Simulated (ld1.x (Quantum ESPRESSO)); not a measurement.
# Varying the TM semilocal potential for boron (B)

Base potential:

```json
{
  "Element": "boron (B)",
  "Generator": "ld1.x (Quantum ESPRESSO) 7.5",
  "Type": "norm-conserving Troullier–Martins (semilocal form)",
  "Functional": "LDA (PZ)",
  "Relativity": "scalar-relativistic",
  "Frozen core": "[He]",
  "Valence charge": "3",
  "Reference configuration": "2s1.75 2p1.25",
  "Partial waves": "2s (bound): rc 1.10 bohr; 3d channel at 0.25 Ry: rc 2.65 bohr; 2p (bound): rc 2.90 bohr",
  "Local potential": "the p channel",
  "Core correction": "Bessel-smoothed model core inside 1.10 bohr"
}
```

All-electron outer shells of the reference configuration (LDA (PZ), scalar-relativistic, ld1.x):

| shell | level (eV) | outermost node (bohr) | outermost maximum (bohr) |
| --- | --- | --- | --- |
| 1s | -178.93 | – | 0.21 |
| 2s | -9.51 | 0.46 | 1.52 |
| 2p | -3.84 | – | 1.55 |

Cutoffs, loose and tight: the cutoffs (Ry, on a coarse ladder) from which the occupation-weighted sum of valence levels, in a spherical-Bessel basis at the reference potential, stays within 10 and 1 mRy of its value at 400 Ry. They do not see the model core or the augmentation charge, which bear on the density cutoff. Test errors are all-electron minus pseudo excitation energies from the reference, over the configurations 2s2 2p1; 2s2 2p0; 2s1 2p0; 2s2 2p0.5; 2s2 2p1.3; 2s0 2p3; 2s1 2p1 (two spin-polarised tests are not counted in the largest error). A dash means not determined; rows that change the core or the reference have their own tests.

A semilocal file is local in each channel, so a ghost entry of none says nothing of the separable form that plane-wave codes build from it.

| change | outcome | cutoff, loose | cutoff, tight | bound ghosts | largest test error (meV) |
| --- | --- | --- | --- | --- | --- |
| base | generated | 21 Ry | 70 Ry | none | +285 |
| all radii but the core radius scaled by about 0.82 (s 0.90, p 2.38, d 2.18 bohr) | generated | 90 Ry | 180 Ry | none | +154 |
| all radii but the core radius scaled by about 0.92 (s 1.02, p 2.68, d 2.44 bohr) | generated | 50 Ry | 120 Ry | none | +223 |
| all radii but the core radius scaled by about 1.08 (s 1.18, p 3.12, d 2.86 bohr) | generated | 21 Ry | 55 Ry | none | +364 |
| all radii but the core radius scaled by about 1.17 (s 1.28, p 3.38, d 3.10 bohr) | generated | 21 Ry | 55 Ry | none | +465 |
| all radii but the core radius scaled by about 1.20 (s 1.32, p 3.48, d 3.18 bohr) | generated | 21 Ry | 55 Ry | none | +504 |
| all radii but the core radius scaled by about 1.33 (s 1.46, p 3.84, d 3.52 bohr) | generated | 18 Ry | 50 Ry | none | +690 |
| all radii but the core radius scaled by about 1.37 (s 1.50, p 3.98, d 3.64 bohr) | generated | 18 Ry | 50 Ry | none | +801 |

Question: What comes out with this change to the base: all radii but the core radius scaled by about 0.74 (s 0.82, p 2.14, d 1.96 bohr)?

Answer: outcome: generated; cutoff, loose: 120 Ry; cutoff, tight: 160 Ry; bound ghosts: none; largest test error (meV): +124.

Reading the sweep of the scale of all radii but the core radius (base = 1) (base included, trends over the rows without a ghost): The loose cutoff falls from 120 Ry at 0.74 to 18 Ry at 1.37. A larger radius leaves more room for a smooth pseudo-wave, so fewer plane waves are needed; a smaller one forces it to follow the all-electron wave where it bends sharply. The median size of the test errors (rows with all tests solved) rises from 7.3 meV at 0.74 to 56.6 meV at 1.37. More of the atom is replaced by a form fitted at one configuration, so other configurations suffer as the radius grows.
